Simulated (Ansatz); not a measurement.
C$_{2}$H$_{5}$NOSi (`C=C1O[SiH]1N`). Charge 0, multiplicity 1. All single points use the PBE0-D4/def2-TZVP geometry. It is one conformer, not always the lowest.

```xyz
10

C     0.644   -0.432   -2.080
C     0.487    0.000   -0.844
O     1.397   -0.078    0.243
Si   -0.043    0.638    0.722
N    -1.110   -0.142    1.763
H     1.562   -0.915   -2.396
H    -0.153   -0.302   -2.800
H     0.029    2.057    1.113
H    -1.372   -1.109    1.670
H    -1.441    0.282    2.611
```

(1) What is the dipole moment at ωB97M-V/def2-TZVPP? (Best estimate.)

(2) And with PBE, r2SCAN, B3LYP? (An estimate is asked.)

(3) Give the Mulliken charges with ωB97M-V, PBE, r2SCAN in def2-TZVPP. (Best estimate.)

## Answers

(1) Computed: 3.31 D, with components (-2.58, 0.21, 2.05) D in this frame, pointing from negative to positive charge.

(2) Ansatz gave: PBE 3.17 D, r2SCAN 3.22 D, B3LYP 3.28 D.

(3) Computed: 
| atom | ωB97M-V | PBE | r2SCAN |
| --- | --- | --- | --- |
| C1 | -0.26 | -0.24 | -0.28 |
| C2 | 0.05 | 0.06 | 0.04 |
| O3 | -0.37 | -0.30 | -0.37 |
| Si4 | 0.51 | 0.42 | 0.62 |
| N5 | -0.36 | -0.39 | -0.47 |
| H6 | 0.10 | 0.09 | 0.09 |
| H7 | 0.10 | 0.09 | 0.09 |
| H8 | -0.03 | -0.07 | -0.08 |
| H9 | 0.14 | 0.17 | 0.18 |
| H10 | 0.13 | 0.17 | 0.18 |

B3LYP here is the variant with VWN-RPA as its local correlation; programs differ in this.
